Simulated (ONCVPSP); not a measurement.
# Plane-wave convergence, ONCV potential for erbium

ONCVPSP 4.0.1 input, shortened (lines: element, Z, core and valence counts, functional; n l f; lmax; l rc ep ncon nbas qcut; lloc lpopt rc5 dvloc0; l nproj debl; icmod fcfact rcfact), revPBE, fully relativistic:

```
  Er 68.00   10    4  -102130      upf
    1    0    2.00
    2    0    2.00
    2    1    6.00
    3    0    2.00
    3    1    6.00
    3    2   10.00
    4    0    2.00
    4    1    6.00
    4    2   10.00
    4    3   11.00
    5    0    2.00
    5    1    6.00
    5    2    1.00
    6    0    1.50
    2
    0    2.30    0.00    4    7    4.60
    1    1.50    0.00    4    7    5.00
    2    2.65    0.00    3    8    5.00
    4    5    1.00    6.00
    0    2    3.10
    1    1    3.10
    2    1    2.90
    1    0.20    0.00
```

Open shells are filled in proportion to 2j + 1.

**Question.** For each optimised wave give the share of its norm inside rc, the residual kinetic energy above qcut (Ha) and the cutoffs (Ha) for errors of 10, 1, 0.1 and 0.01 mHa per electron.

**Answer.**

```json
{"wave": "5s", "norm inside rc": "0.983", "residual KE": "1.7e-05", "10 mHa": "3.4", "1 mHa": "4.7", "0.1 mHa": "8.6", "0.01 mHa": "14.3"}
{"wave": "6s", "norm inside rc": "0.117", "residual KE": "8.0e-05", "10 mHa": "2.9", "1 mHa": "6.6", "0.1 mHa": "10.5", "0.01 mHa": "27.5"}
{"wave": "5p j=3/2", "norm inside rc": "0.558", "residual KE": "1.0e-02", "10 mHa": "12.6", "1 mHa": "53.4", "0.1 mHa": "66.1", "0.01 mHa": "88.8"}
{"wave": "5p j=1/2", "norm inside rc": "0.641", "residual KE": "8.9e-03", "10 mHa": "11.3", "1 mHa": "54.2", "0.1 mHa": "66.7", "0.01 mHa": "91.3"}
{"wave": "5d j=5/2", "norm inside rc": "0.567", "residual KE": "1.5e-06", "10 mHa": "6.2", "1 mHa": "8.4", "0.1 mHa": "10.2", "0.01 mHa": "11.4"}
{"wave": "5d j=3/2", "norm inside rc": "0.599", "residual KE": "2.1e-06", "10 mHa": "6.4", "1 mHa": "8.6", "0.1 mHa": "10.3", "0.01 mHa": "11.6"}
```

The occupied waves need 54 Ha and 67 Ha for 1 and 0.1 mHa. Note: ghosts flagged at negative energy: s at -12.7 eV; no localised positive-energy state flagged. A true bound ghost makes a file unfit for plane-wave use.
